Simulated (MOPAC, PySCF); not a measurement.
H$_{2}$BIS$_{2}$, SMILES `SB(S)I` (H–S–B–I torsion 180°, I–B–S–H torsion -180°), neutral singlet in the gas phase. 

Cartesian coordinates (Å):
```xyz
6

S     -1.6007     0.1056     0.2309
B      0.1119     0.5753     0.0382
S      1.5296    -0.4708    -0.2555
I      0.5186     2.6684     0.1759
H     -1.4506    -1.2236     0.0871
H      0.8911    -1.6548    -0.2767
```
Charge 0, multiplicity 1.

All levels are single points at this geometry (PBE0-D3(BJ)/def2-TZVP); Pople sets use spherical d functions. Orbital energies aren't observables, and empty levels follow the basis.

B3LYP/6-311+G** (LANL2DZ on I) in PySCF gives gap (eV) = 6.06.

### Question
Estimate the gap (eV) from each of these levels: TPSSh-D3(BJ)/def2-TZVP in PySCF; B3LYP/LANL2DZ in PySCF; BP86/6-31G* (LANL2DZ on I) in PySCF; SVWN5/6-31G* (LANL2DZ on I) in PySCF; PM6 in MOPAC.

### Answer

```tsv
level	gap (eV)
TPSSh-D3(BJ)/def2-TZVP in PySCF	5.38
B3LYP/LANL2DZ in PySCF	6.12
BP86/6-31G* (LANL2DZ on I) in PySCF	4.60
SVWN5/6-31G* (LANL2DZ on I) in PySCF	4.48
PM6 in MOPAC	7.59
```
